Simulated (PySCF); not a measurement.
The 6-electron isoelectronic series, non-relativistic

Calculated with PySCF 2.14 from differences of total energies of unrestricted determinants, without spin-orbit coupling. Each ion has its own even-tempered basis scaled to its charge (17s10p6d5f4g for the first); frozen: nothing. Ionisation energies in eV, correlation energies of the ion in mhartree.

```csv
ion,configuration,UHF,LDA,PBE,PBE0,r2SCAN,MP2 (all electrons),E_corr MP2,"NIST (with spin-orbit, Breit and QED)"
Se²⁸⁺,[He] 2s2 2p2 (3P),3111.2,3108.9,3110.5,3110.9,3113.0,3110.6,-216.0,3146 ± 3 (s)
Br²⁹⁺,[He] 2s2 2p2 (3P),3320.6,3318.2,3319.9,3320.3,3322.5,3320.0,-217.8,3361 ± 3 (s)
Kr³⁰⁺,[He] 2s2 2p2 (3P),3536.9,3534.4,3536.1,3536.6,3538.8,3536.2,-219.7,3584 ± 4 (s)
Sr³²⁺,[He] 2s2 2p2 (3P),3989.8,3987.0,3988.9,3989.4,3991.7,3989.0,-223.6,4053 ± 4 (s)
Zr³⁴⁺,[He] 2s2 2p2 (3P),4469.9,4466.8,4468.9,4469.4,4471.9,4469.0,-227.3,4553 ± 5 (s)
Mo³⁶⁺,[He] 2s2 2p2 (3P),4977.3,4973.9,4976.1,4976.7,4979.3,4976.2,-231.1,5084 ± 6 (s)
Ru³⁸⁺,[He] 2s2 2p2 (3P),5511.8,5508.1,5510.6,5511.1,5513.9,5510.7,-234.8,5647 ± 6 (s)
Cd⁴²⁺,[He] 2s2 2p2 (3P),6662.6,6658.3,6661.1,6661.7,6664.8,6661.2,-241.6,6869 ± 8 (s)
Sn⁴⁴⁺,[He] 2s2 2p2 (3P),7278.7,7274.2,7277.2,7277.8,7281.0,7277.3,-245.3,7531 ± 8 (s)
```

**Question.** Interpolate the row of Pd⁴⁰⁺.

**Answer.** configuration [He] 2s2 2p2 (3P); UHF 6073.6; LDA 6069.6; PBE 6072.2; PBE0 6072.8; r2SCAN 6075.7; MP2 (all electrons) 6072.4; E_corr MP2 -238.3; NIST (with spin-orbit, Breit and QED) 6242 ± 7 (s).

Each ion has its own basis, which adds noise of up to about 0.1 % along the series.

NIST values marked (s) are semi-empirical, (t) theoretical. Open shells are high-spin determinants of the terms that Hund's rules give.

All relativistic terms are absent from the calculated values; where these lie close to NIST, scalar and spin-orbit shifts of opposite sign can cancel.
